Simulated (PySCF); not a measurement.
BF2H3O2Si. Atoms are numbered in the order given.

```xyz
9

Si    -0.8549    -0.2648    -0.2228
F     -1.0601    -1.0341     1.2089
F     -1.7261     1.1042    -0.1316
B      1.1342     0.1029    -0.2669
O      1.8807    -0.1989     0.8315
O      1.7214     0.6338    -1.3648
H     -1.4784    -1.1023    -1.2776
H      1.3582    -0.5804     1.5505
H      2.6752     0.7654    -1.2481
```
Charge 0, spin multiplicity 1.

The structure is a stationary point at B3LYP-D3(BJ)/def2-SVP. This is a generated structure with no PubChem entry under its InChIKey; it may be hypothetical. Other conformers were not sampled.

These are PySCF 2.14.0 with TDA-PBE/def2-SVPD values and carry that method's errors.

Vertical excitations. Gas-phase values at a fixed geometry.

Computed lowest excited states:
```csv
state,energy (eV),λ (nm),f,main pairs
S1,5.91,210,0.023,HOMO→LUMO 97 %
S2,6.61,188,0.034,HOMO→LUMO+1 91 %
S3,6.80,182,0.033,HOMO→LUMO+2 87 %
S4,7.35,169,0.061,HOMO−1→LUMO 75 %
S5,7.57,164,0.008,HOMO−1→LUMO+1 91 %
S6,7.69,161,0.002,"HOMO−3→LUMO 53 %, HOMO−2→LUMO 41 %"
S7,7.74,160,0.018,"HOMO−2→LUMO 51 %, HOMO−3→LUMO 42 %"
S8,7.81,159,0.004,HOMO−1→LUMO+2 97 %
S9,7.90,157,0.070,HOMO→LUMO+3 90 %
S10,8.14,152,0.012,HOMO−4→LUMO 90 %
T1,4.92,252,0,HOMO→LUMO 99 %
T2,6.16,201,0,HOMO−1→LUMO 98 %
T3,6.19,200,0,HOMO→LUMO+1 91 %
T4,6.57,189,0,HOMO→LUMO+2 94 %
```
Triplets are in the Tamm–Dancoff approximation.
